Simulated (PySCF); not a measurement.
H$_{2}$BeClN (SMILES [NH2][Be][Cl]), singlet, at a GFN2-xTB geometry (such geometries of metal compounds can be far from the true shape); PySCF with PBE/def2-SVPD, polarisability.

Here is a job for PySCF.
```python
from pyscf import gto, scf, dft
from pyscf.prop import polarizability

mol = gto.Mole()
mol.atom = '''
    Be   -0.26473718   -0.28052143    0.33857444
    Cl    0.65098546    0.68979872   -0.83255035
    N    -1.04236877   -1.10451722    1.33309351
    H    -1.29331053   -2.07581511    1.25266673
    H    -1.41791213   -0.79705694    2.21473698
'''
mol.basis = 'def2-svpd'
mol.verbose = 4
mol.build()

mf = dft.RKS(mol)
mf.xc = 'pbe'
mf.kernel()
alpha = mf.Polarizability().polarizability()[2, 2]
print('alpha_zz =', alpha)
```

Write the output that PySCF gives for this input, abridged.


```
site-packages/pyscf/prop/efg/rhf.py:45: UserWarning: Module EFG is under testing
  warnings.warn('Module EFG is under testing')
site-packages/pyscf/prop/efg/dhf.py:30: UserWarning: Module EFG is under testing
  warnings.warn('Module EFG is under testing')
site-packages/pyscf/prop/zfs/uhf.py:40: UserWarning: Module ZFS is under testing
  warnings.warn('Module ZFS is under testing')
site-packages/pyscf/prop/gtensor/uhf.py:43: UserWarning: Module g-tensor is under testing
  warnings.warn('Module g-tensor is under testing')
site-packages/pyscf/prop/gtensor/uks.py:41: UserWarning: Module g-tensor is under testing
  warnings.warn('Module g-tensor is under testing')
site-packages/pyscf/prop/hfc/uks.py:35: UserWarning: Module HFC is under testing
  warnings.warn('Module HFC is under testing')
site-packages/pyscf/prop/magnetizability/rhf.py:39: UserWarning: Module magnetizability is under testing
  warnings.warn('Module magnetizability is under testing')
site-packages/pyscf/prop/magnetizability/uhf.py:37: UserWarning: Module magnetizability is under testing
  warnings.warn('Module magnetizability is under testing')
site-packages/pyscf/prop/magnetizability/rks.py:37: UserWarning: Module magnetizability is under testing
  warnings.warn('Module magnetizability is under testing')
site-packages/pyscf/prop/magnetizability/uks.py:39: UserWarning: Module magnetizability is under testing
  warnings.warn('Module magnetizability is under testing')
site-packages/pyscf/prop/polarizability/uhf.py:34: UserWarning: Module polarizability is under testing
  warnings.warn('Module polarizability is under testing')
site-packages/pyscf/prop/polarizability/rks.py:29: UserWarning: Module polarizability is under testing
  warnings.warn('Module polarizability is under testing')
site-packages/pyscf/prop/polarizability/uks.py:29: UserWarning: Module polarizability is under testing
  warnings.warn('Module polarizability is under testing')
PySCF version 2.14.0

[INPUT] verbose = 4
[INPUT] num. atoms = 5
[INPUT] num. electrons = 30
[INPUT] charge = 0
[INPUT] spin (= nelec alpha-beta = 2S) = 0
[INPUT] symmetry False subgroup None
[INPUT] Mole.unit = angstrom
[INPUT] Symbol           X                Y                Z      unit          X                Y                Z       unit  Magmom
[INPUT]  1 Be    -0.264737180000  -0.280521430000   0.338574440000 AA   -0.500280765190  -0.530108674771   0.639812964378 Bohr   0.0
[INPUT]  2 Cl     0.650985460000   0.689798720000  -0.832550350000 AA    1.230184230474   1.303530661876  -1.573292146411 Bohr   0.0
[INPUT]  3 N     -1.042368770000  -1.104517220000   1.333093510000 AA   -1.969791496100  -2.087235045666   2.519181632335 Bohr   0.0
[INPUT]  4 H     -1.293310530000  -2.075815110000   1.252666730000 AA   -2.444002695716  -3.922722043134   2.367197045054 Bohr   0.0
[INPUT]  5 H     -1.417912130000  -0.797056940000   2.214736980000 AA   -2.679465594399  -1.506219322284   4.185246330146 Bohr   0.0

nuclear repulsion = 63.3723883993193
number of shells = 33
number of NR pGTOs = 117
number of NR cGTOs = 75
basis = def2-svpd
ecp = {}

******** <class 'pyscf.dft.rks.RKS'> ********
method = RKS
initial guess = minao
damping factor = 0
level_shift factor = 0
DIIS = <class 'pyscf.scf.diis.CDIIS'>
diis_start_cycle = 1
diis_space = 8
diis_damp = 0
SCF conv_tol = 1e-09
SCF conv_tol_grad = None
SCF max_cycles = 50
direct_scf = True
direct_scf_tol = 1e-13
XC library pyscf.dft.libxc version 7.1.2
    S. Lehtola, C. Steigemann, M. J. T. Oliveira, and M. A. L. Marques,  SoftwareX 7, 1–5 (2018)
XC functionals = pbe
    J. P. Perdew, K. Burke, and M. Ernzerhof,  Phys. Rev. Lett. 77, 3865 (1996)
    J. P. Perdew, K. Burke, and M. Ernzerhof,  Phys. Rev. Lett. 78, 1396 (1997)
    J. P. Perdew, K. Burke, and M. Ernzerhof,  Phys. Rev. Lett. 77, 3865 (1996)
    J. P. Perdew, K. Burke, and M. Ernzerhof,  Phys. Rev. Lett. 78, 1396 (1997)
radial grids:
    Treutler-Ahlrichs [JCP 102, 346 (1995); DOI:10.1063/1.469408] (M4) radial grids

becke partition: Becke, JCP 88, 2547 (1988); DOI:10.1063/1.454033
pruning grids: <function nwchem_prune>
grids dens level: 3
symmetrized grids: False
atomic radii adjust function: <function treutler_atomic_radii_adjust>
small_rho_cutoff = 0
Set gradient conv threshold to 3.16228e-05
Initial guess from minao.
tot grids = 66120
init E= -530.607873345791
  HOMO = -0.325796883951227  LUMO = -0.063970135567688  gap/eV = 7.12467
cycle= 1 E= -530.456628966948  delta_E= 0.151  |g|= 0.576  |ddm|= 8.36
  HOMO = -0.109198457912426  LUMO = -0.00552431197132419  gap/eV = 2.82112
cycle= 2 E= -530.193450747693  delta_E= 0.263  |g|= 1.16  |ddm|=  2.2
  HOMO = -0.242786831803153  LUMO = -0.0326315165402047  gap/eV = 5.71862
cycle= 3 E= -530.529132390168  delta_E= -0.336  |g|= 0.129  |ddm|= 1.41
  HOMO = -0.230674505119566  LUMO = -0.0321732719339307  gap/eV = 5.40149
cycle= 4 E= -530.533891689878  delta_E= -0.00476  |g|= 0.0318  |ddm|= 0.271
  HOMO = -0.228672091764004  LUMO = -0.0316633032630582  gap/eV = 5.36088
cycle= 5 E= -530.534116231115  delta_E= -0.000225  |g|= 0.0125  |ddm|= 0.0635
  HOMO = -0.228068259843904  LUMO = -0.0312895783292797  gap/eV = 5.35462
cycle= 6 E= -530.534165278573  delta_E= -4.9e-05  |g|= 0.00203  |ddm|= 0.0351
  HOMO = -0.228442126412779  LUMO = -0.0314518054787962  gap/eV = 5.36038
cycle= 7 E= -530.534166701281  delta_E= -1.42e-06  |g|= 0.00041  |ddm|= 0.00345
  HOMO = -0.2284702851022  LUMO = -0.0314580409911076  gap/eV = 5.36098
cycle= 8 E= -530.53416674663  delta_E= -4.53e-08  |g|= 4.91e-05  |ddm|= 0.0008
  HOMO = -0.228470048430848  LUMO = -0.0314578981764071  gap/eV = 5.36097
cycle= 9 E= -530.534166747409  delta_E= -7.79e-10  |g|= 1.42e-06  |ddm|= 0.000171
  HOMO = -0.228470461759158  LUMO = -0.0314581709352972  gap/eV = 5.36098
Extra cycle  E= -530.534166747408  delta_E= 9.09e-13  |g|= 1.22e-06  |ddm|= 1.9e-05
converged SCF energy = -530.534166747408
Isotropic polarizability 39.1718172776
Polarizability anisotropy 2.44587215218
alpha_zz = 40.75982219772394
```
